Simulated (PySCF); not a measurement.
C8H5O2 (charge -1).
SMILES with atom numbers: `[O:1]=[C:2]([O-:3])[c:4]1[cH:5][cH:6][c:7]2[c:8]([cH:9]1)[CH2:10]2` (hydrogens: H11 on C5; H12 on C6; H13 on C9; H14, H15 on C10)

The same species was optimised twice, with GFN2-xTB and with PBE0-D3(BJ)/def2-SVP (PySCF), and the same property calculations (PySCF, gas phase) were run on both structures.

| coordinate | GFN2-xTB | PBE0-D3(BJ)/def2-SVP | change |
| --- | --- | --- | --- |
| C7–C8 (Å) | 1.377 | 1.350 | -0.027 |
| C8–C9 (Å) | 1.356 | 1.382 | +0.026 |
| C6–C7 (Å) | 1.358 | 1.383 | +0.025 |
| C4–C5 (Å) | 1.387 | 1.406 | +0.019 |
| C2–C4 (Å) | 1.569 | 1.554 | -0.015 |
| C2–O3 (Å) | 1.239 | 1.245 | +0.006 |
| O1=C2 (Å) | 1.239 | 1.245 | +0.006 |
| C7–C10 (Å) | 1.491 | 1.495 | +0.004 |
| C4–C9 (Å) | 1.411 | 1.409 | -0.002 |
| C5–C6 (Å) | 1.409 | 1.408 | -0.001 |
| C8–C10 (Å) | 1.494 | 1.494 | 0.000 |
| C7–C10–C8 (°) | 55.0 | 53.7 | -1.3 |
| O1–C2–O3 (°) | 129.3 | 130.2 | +0.9 |
| C4–C9–C8 (°) | 113.1 | 114.0 | +0.9 |
| C5–C6–C7 (°) | 112.7 | 113.5 | +0.8 |
| C5–C4–C9 (°) | 121.8 | 121.0 | -0.8 |
| C7–C8–C10 (°) | 62.4 | 63.2 | +0.8 |
| C2–C4–C9 (°) | 118.8 | 119.4 | +0.6 |
| C9–C8–C10 (°) | 172.7 | 172.0 | -0.7 |
| O1–C2–C4–C5 (°) | 0 | -1 | -1 |

Rotational constants: A = 3555, B = 948.1, C = 752.2 MHz (GFN2-xTB) against A = 3531, B = 941.8, C = 747.2 MHz (PBE0-D3(BJ)/def2-SVP).

On the GFN2-xTB structure: HOMO (eV) -1.56 [PBE0/pcSseg-1]; LUMO (eV) 3.24 [PBE0/pcSseg-1]; GIAO shielding of O1/O3 (mean) (ppm) 21.4 [PBE0/pcSseg-1]; GIAO shielding of C2 (ppm) 22.2 [PBE0/pcSseg-1]; GIAO shielding of C4 (ppm) 25.8 [PBE0/pcSseg-1]; GIAO shielding of C5 (ppm) 49.6 [PBE0/pcSseg-1]; GIAO shielding of C6 (ppm) 73.3 [PBE0/pcSseg-1]; GIAO shielding of C7 (ppm) 63.2 [PBE0/pcSseg-1]; GIAO shielding of C8 (ppm) 61.1 [PBE0/pcSseg-1]; GIAO shielding of C9 (ppm) 66.8 [PBE0/pcSseg-1].

Q: What do these properties become on the PBE0-D3(BJ)/def2-SVP structure?

A: 
| property | level | on GFN2-xTB | on PBE0-D3(BJ)/def2-SVP | change |
| --- | --- | --- | --- | --- |
| HOMO (eV) | PBE0/pcSseg-1 | -1.56 | -1.66 | -0.10 |
| LUMO (eV) | PBE0/pcSseg-1 | 3.24 | 3.14 | -0.10 |
| energy, GFN2-xTB geometry as zero (kcal/mol) | PBE0/pcSseg-1 | 0.0 | -1.4 | -1.4 |
| GIAO shielding of O1/O3 (mean) (ppm) | PBE0/pcSseg-1 | 21.4 | 14.9 | -6.5 |
| GIAO shielding of C2 (ppm) | PBE0/pcSseg-1 | 22.2 | 20.4 | -1.8 |
| GIAO shielding of C4 (ppm) | PBE0/pcSseg-1 | 25.8 | 25.1 | -0.7 |
| GIAO shielding of C5 (ppm) | PBE0/pcSseg-1 | 49.6 | 46.0 | -3.6 |
| GIAO shielding of C6 (ppm) | PBE0/pcSseg-1 | 73.3 | 71.2 | -2.1 |
| GIAO shielding of C7 (ppm) | PBE0/pcSseg-1 | 63.2 | 63.0 | -0.2 |
| GIAO shielding of C8 (ppm) | PBE0/pcSseg-1 | 61.1 | 60.6 | -0.5 |
| GIAO shielding of C9 (ppm) | PBE0/pcSseg-1 | 66.8 | 63.6 | -3.2 |

The heavy atoms differ by 0.019 Å rms after alignment. Among bonds between heavy atoms C7–C8 and C8–C9 change most and about equally (-0.027 to +0.026 Å). Changes are differences of the printed values. Neither structure is proved a minimum here. Geometry: PBE0-D3(BJ)/def2-SVP; no solvent, vibrations or thermal averaging.

The values belong to the conformer `[O:1]=[C:2]([O-:3])[c:4]1[cH:5][cH:6][c:7]2[c:8]([cH:9]1)[CH2:10]2`: O1–C2–C4–C5 -1°.
